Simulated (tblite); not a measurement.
A tight-binding relaxation on `C=Cc1pcoc1C(C)=O`.

Computed with GFN2-xTB geometry optimisation, gas phase (tblite 0.8.0). Start geometry: from a force field or distance geometry. A driver script takes a list of jobs; this job's settings line and coordinates (Å) are shown.

Command:
```bash
OMP_NUM_THREADS=1 python probes_run.py task.json out
```

Input:
```
{"job": {"kind": "relax", "xc": "GFN2-xTB", "basis": "xTB"}, "charge": 0, "multiplicity": 1}
C      3.297100    -0.299900    -0.222500
C      1.967600    -0.487900    -0.061500
C      0.919200     0.452900    -0.236700
P      1.220600     2.222300    -0.831000
C     -0.584700     2.349100    -0.675600
O     -1.286000     1.260400    -0.274100
C     -0.454600     0.187400    -0.021300
C     -1.118900    -1.027100     0.435400
C     -2.624500    -0.967200     0.562600
O     -0.546500    -2.084200     0.706300
H      3.712800     0.646800    -0.537400
H      3.982700    -1.112800    -0.040100
H      1.686000    -1.493800     0.278000
H     -1.172300     3.227400    -0.900600
H     -3.014100    -1.922500     0.905000
H     -2.911600    -0.203300     1.309000
H     -3.079700    -0.735600    -0.405500
```

Output:
```
step      E/eV     max force
  0    -792.81736    4.226
  1    -793.14496    1.975
  2    -793.21125    1.195
  3    -793.24342    0.334
  4    -793.25473    0.307
  5    -793.27214    0.420
  6    -793.27847    0.283
  7    -793.28352    0.213
  8    -793.28736    0.171
  9    -793.29031    0.178
... (13 lines left out)
 23    -793.30703    0.032
 24    -793.30723    0.034
 25    -793.30746    0.039
 26    -793.30769    0.037
 27    -793.30786    0.027
 28    -793.30800    0.028
 29    -793.30813    0.032
 30    -793.30823    0.025
 31    -793.30827    0.012
 32    -793.30829    0.009
```

«max force» is the largest atomic force in eV/Å.

Task: From which step on does the largest force stay under 0.1 eV/Å, and how much energy is left to gain from there?

Result: From step 13 (0.096 eV/Å), 4.7 meV above the end.

In short: energy lowered by 11.3 kcal/mol over 32 steps; largest atomic force 0.009 eV/Å at the end.

Task: Give the final coordinates.

Result: 0.079 Å rms from the input after alignment:
```
atom  x, y, z in Å
C1     3.2404   -0.2701   -0.2280
C2     1.9559   -0.5476   -0.0308
C3     0.9021    0.4202   -0.2268
P4     1.1597    2.0964   -0.7792
C5    -0.5358    2.2985   -0.6717
O6    -1.2396    1.2442   -0.2696
C7    -0.4476    0.1835   -0.0170
C8    -1.1079   -1.0460    0.4366
C9    -2.6072   -0.9390    0.5555
O10   -0.5023   -2.0640    0.6953
H11    3.5590    0.7102   -0.5503
H12    4.0087   -1.0074   -0.0752
H13    1.6378   -1.5279    0.2925
H14   -1.1153    3.1802   -0.8888
H15   -3.0115   -1.8893    0.8923
H16   -2.8666   -0.1549    1.2638
H17   -3.0366   -0.6752   -0.4088
```

The run took 0.15 s on an AMD EPYC 9R45 with one thread, no GPU, shared host with 96 logical CPUs at a one-minute load of 14.
Labels such as C1 count atoms from 1, the log's own numbers from 0.
